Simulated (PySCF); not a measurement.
**Curvature of the energy in the electron number along the 4p block, charge +2**

Calculated with PySCF 2.14, in x2c-TZVPall, spin-free X2C: one orbital is emptied in steps, and each cell gives the departure of E from the straight line at half an electron, in eV (from a cubic fit). The exact functional gives zero.

| species | orbital | LDA | PBE | r2SCAN | PBE0 | BHandHLYP | LC-wPBE | wB97X | UHF |
| --- | --- | --- | --- | --- | --- | --- | --- | --- | --- |
| Ge²⁺ | 4s beta | -1.29 | -1.30 | -1.10 | -0.95 | -0.66 | -0.20 | -0.28 | 0.06 |
| As²⁺ | 4p alpha | -1.25 | -1.20 | -1.12 | -0.88 | -0.60 | -0.18 | -0.29 | 0.08 |
| Se²⁺ | 4p alpha | -1.36 | -1.32 | -1.23 | -0.96 | -0.63 | -0.24 | -0.33 | 0.11 |
| Br²⁺ | 4p alpha | -1.46 | -1.42 | -1.32 | -1.03 | -0.67 | -0.29 | -0.37 | 0.14 |
| Kr²⁺ | 4p beta | -1.46 | -1.41 | -1.29 | -1.01 | -0.66 | -0.28 | -0.45 | 0.19 |

How does the mean departure depend on the functional?

LDA -1.37 eV; PBE -1.33 eV; r2SCAN -1.21 eV; PBE0 -0.96 eV; BHandHLYP -0.64 eV; LC-wPBE -0.24 eV; wB97X -0.34 eV; UHF 0.12 eV. Semilocal functionals are convex (delocalisation error), Hartree-Fock is concave or straight, and exact exchange removes curvature roughly in proportion to its share, so among the functionals the range-separated hybrids usually come closest to zero.

No spin-orbit coupling is included.
